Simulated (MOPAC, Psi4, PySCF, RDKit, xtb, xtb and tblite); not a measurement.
Two geometries of SMILES CCCCBr, relaxed at GFN2-xTB with one dihedral held; other torsions can differ between them too.

Structure A

```
14

C      1.8993     0.1765     0.5088
C      0.5777    -0.4764     0.1208
C     -0.5066     0.5409    -0.2379
C     -0.3126     1.1803    -1.6009
Br    -0.5104    -0.1224    -3.0482
H      1.7612     0.8459     1.3557
H      2.6243    -0.5839     0.7884
H      2.3174     0.7487    -0.3163
H      0.7335    -1.1541    -0.7211
H      0.2234    -1.0765     0.9617
H     -0.5172     1.3413     0.5075
H     -1.4835     0.0514    -0.2147
H     -1.0623     1.9476    -1.7905
H      0.6824     1.6067    -1.7154
```

Structure B

```
14

C     -2.1538     1.7643     1.3107
C     -1.5107     0.4538     0.8652
C     -0.5466     0.5445    -0.3413
C     -0.3775     1.9405    -0.9147
Br     0.8668     1.8976    -2.4259
H     -2.7578     2.2017     0.5199
H     -2.8058     1.5705     2.1595
H     -1.4069     2.4895     1.6234
H     -0.9683     0.0377     1.7159
H     -2.3097    -0.2489     0.6225
H     -0.9041    -0.1105    -1.1391
H      0.4383     0.1766    -0.0446
H     -1.3075     2.3430    -1.3111
H      0.0549     2.6351    -0.1974
```

Problem. Which is lower in energy at the level wB97X-D/def2-TZVP // GFN2-xTB (Psi4), and by how much?

Solution. A is lower, by 19.28 kJ/mol (dihedral C1–C2–C3–C4: 75° in A, 0° in B).

E(B) − E(A) in kJ/mol at the other levels, on the same two geometries: GFN2-xTB (xtb and tblite) 17.70; MMFF94 // GFN2-xTB (RDKit) 14.32; B3LYP/def2-TZVP // GFN2-xTB (Psi4) 18.55; B3LYP-D3(BJ)/def2-TZVP // GFN2-xTB (Psi4) 20.25; PBE/def2-TZVP // GFN2-xTB (Psi4) 19.06; PBE-D3(BJ)/def2-TZVP // GFN2-xTB (Psi4) 19.91; UFF // GFN2-xTB (RDKit) 23.38; AM1, restricted, heats of formation // GFN2-xTB (MOPAC) 11.15; PM6, restricted, heats of formation // GFN2-xTB (MOPAC) 9.63; GFN1-xTB // GFN2-xTB (xtb) 14.01; restricted B3LYP/6-31G*, spherical d, density fitting // GFN2-xTB (PySCF) 17.97; restricted MP2 (frozen core)/6-31G*, spherical d // GFN2-xTB (PySCF) 20.84; restricted BP86/6-31G*, spherical d, density fitting // GFN2-xTB (PySCF) 18.05; restricted MP2 (frozen core)/3-21G // GFN2-xTB (PySCF) 19.56.
